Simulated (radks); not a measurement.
Species: W62+. Configuration: [Ne] 3s2.

All-electron calculation, scalar-relativistic Kohn-Sham, BLYP, spin-polarised, spherical densities, finite nucleus; Fermi nuclear charge, rms radius 5.3658 fm. Program: a radial shooting solver on a logarithmic mesh with Libxc functionals.

Energy parts (eV):
part                      energy
total                 -315061.73
kinetic                357095.69
electron-nucleus      -693858.89
Hartree                 25664.34
exchange-correlation    -3962.87

Orbitals (lengths in bohr, moments of r in powers of bohr; <r^-3> diverges for s and p1/2):
\begin{tabular}{lrrrrr}
orbital & occ. & eigenvalue (eV) & <r> & <1/r> & <r^-3> \\ \hline
1s & 2 & -74746.00 & 0.01834 & 87.09 & - \\
2s & 2 & -16983.21 & 0.07650 & 20.66 & - \\
2p & 6 & -15525.53 & 0.06823 & 18.71 & 20390 \\
3s & 2 & -6966.974 & 0.1834 & 8.434 & - \\
\end{tabular}

The highest occupied level is 3s at -6967.0 eV. The electron density at the nucleus is 1.521e+06 e/bohr^3 (large components only).
